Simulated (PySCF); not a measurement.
A calculated (PBE, PySCF 2.14, def2-SVP, the non-relativistic Hamiltonian (point nucleus)) atom or ion has these occupied shells.

```tsv
shell	electrons	orbital energy (eV)	rms radius, mean of both spins (bohr)
1s α	1	-4836.4	0.0813
1s β	1	-4836.4	0.0813
2s α	1	-531.05	0.355
2s β	1	-530.54	0.355
2p α	3	-443.72	0.322
2p β	3	-443.32	0.322
3s α	1	-62.289	1.09
3s β	1	-60.619	1.09
3p α	3	-39.284	1.19
3p β	3	-37.628	1.19
3d α	2	-5.242	1.68
4s α	1	-4.490	3.87
4s β	1	-4.082	3.87
```

Problem. Name the element and its charge.

Solution. Ti (titanium, neutral), in [Ar] 3d2 4s2, high-spin 3F determinant.
